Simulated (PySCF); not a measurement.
Calcium: a sound run and one with changed settings

Sound run: Ca [Ar] 4s2, Ca+ [Ar] 4s1. Calculation: PySCF 2.14, in Sapporo-DKH3-DZP-2012; scalar relativity by spin-free X2C-1e. In the sound run the correlated levels freeze [Ar]. The sound run starts from symmetry-adapted Hartree-Fock orbitals and uses a fine grid where one is needed.

Changed run: initial guess sap, at most 50 SCF cycles.

```tsv
species	method	sound run (hartree)	changed run (hartree)	converged
Ca	UHF	-679.61408	-679.61408	yes
Ca	PBE	-680.22158	-680.22158	yes
Ca	CCSD(T)	-679.64105	-679.64105	yes
Ca+	r2SCAN	-680.17382	-680.17382	yes
```

Here the plain start reaches the same solutions.
